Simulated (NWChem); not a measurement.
Molecule: AlH2S2Cl; SMILES [SH][Al]([SH])[Cl]

Program: NWChem. Pople sets run with spherical d functions. B3LYP is NWChem's, with the RPA form of VWN correlation. Each level has its own optimisation; frequencies are unscaled. One conformer.

```json
[
 {"level": "Hartree-Fock/STO-3G", "r Al–Cl (Å)": "2.076", "r Al–S (Å)": "2.090", "r H–S (Å)": "1.329", "highest harmonic frequency (cm⁻¹)": "3270", "lowest (cm⁻¹)": "162", "zero-point energy (kcal/mol)": "16.4", "dipole (D)": "3.61"},
 {"level": "B3LYP/6-31G*", "r Al–Cl (Å)": "2.103", "r Al–S (Å)": "2.190", "r H–S (Å)": "1.352", "highest harmonic frequency (cm⁻¹)": "2671", "lowest (cm⁻¹)": "131", "zero-point energy (kcal/mol)": "13.0", "dipole (D)": "2.54"},
 {"level": "Hartree-Fock/6-31G*", "r Al–Cl (Å)": "2.091", "r Al–S (Å)": "2.181", "r H–S (Å)": "1.330", "highest harmonic frequency (cm⁻¹)": "2890", "lowest (cm⁻¹)": "140", "zero-point energy (kcal/mol)": "14.0", "dipole (D)": "2.55"},
 {"level": "PBE-D3(BJ)/def2-SVP", "r Al–Cl (Å)": "2.107", "r Al–S (Å)": "2.191", "r H–S (Å)": "1.363", "highest harmonic frequency (cm⁻¹)": "2619", "lowest (cm⁻¹)": "125", "zero-point energy (kcal/mol)": "12.6", "dipole (D)": "2.34"}
]
```
